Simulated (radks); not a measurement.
Polarisability of the oxygen ion O+, [He] 2s2 2p3, at imaginary frequency. Calculated with a radial shooting solver on a logarithmic mesh with Libxc functionals: scalar-relativistic Kohn-Sham, LDA (Slater exchange, VWN5 correlation), spin-polarised, spherical densities, finite nucleus; open shells are filled with parallel spins first; Fermi nuclear charge, rms radius 2.6991 fm. Response by self-consistent Sternheimer equations with the Hartree and adiabatic LDA kernel, the relativistic mass of each level held fixed and spin-orbit coupling left out.

| w (hartree) | alpha1(iw) (bohr^3) |
|---|---|
| 0.00266 | 2.641 |
| 0.0143 | 2.640 |
| 0.0360 | 2.635 |
| 0.0697 | 2.621 |
| 0.118 | 2.586 |
| 0.186 | 2.512 |
| 0.280 | 2.373 |
| 0.413 | 2.146 |
| 0.605 | 1.821 |
| 0.892 | 1.419 |
| 1.35 | 0.9840 |
| 2.12 | 0.5811 |
| 3.59 | 0.2733 |
| 6.94 | 0.09166 |
| 17.5 | 0.01746 |

Static values: alpha1 = 2.641 bohr^3 (0.3913 angstrom^3; uncoupled 3.400). C6 = 5.211, triple-dipole C9 = 9.698 atomic units. One-pole (London) frequency 4 C6 / (3 alpha1^2) = 0.996 hartree, against 0.972 for minus the highest occupied eigenvalue.
